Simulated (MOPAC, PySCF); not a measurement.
BBr$_{3}$, SMILES `B(Br)(Br)Br`, neutral singlet in the gas phase. 

Cartesian coordinates (Å):
```xyz
4

Br     1.7828    -0.6690     0.1087
B      0.0000     0.0000     0.0001
Br    -1.4698    -1.2124    -0.0888
Br    -0.3131     1.8814    -0.0200
```
Charge 0, multiplicity 1.

All levels are single points at this geometry (B3LYP-D3(BJ)/def2-TZVP); Pople sets use spherical d functions. Orbital energies aren't observables, and empty levels follow the basis.

HF/6-31G* in PySCF gives HOMO (eV) = -11.28.

**Question.** Estimate the HOMO (eV) from each of these levels: B3LYP-D3(BJ)/def2-TZVP in PySCF; B3LYP/6-311+G** (LANL2DZ on Br) in PySCF; B3LYP/6-31G* in PySCF; B3LYP/LANL2DZ in PySCF; BP86/6-31G* in PySCF; HF/3-21G in PySCF; AM1 in MOPAC; PM7 in MOPAC.

**Answer.** 
```
level                                     HOMO (eV)
----------------------------------------  ---------
B3LYP-D3(BJ)/def2-TZVP in PySCF               -8.04
B3LYP/6-311+G** (LANL2DZ on Br) in PySCF      -8.04
B3LYP/6-31G* in PySCF                         -7.99
B3LYP/LANL2DZ in PySCF                        -8.11
BP86/6-31G* in PySCF                          -7.09
HF/3-21G in PySCF                            -11.10
AM1 in MOPAC                                 -11.33
PM7 in MOPAC                                 -10.62
```
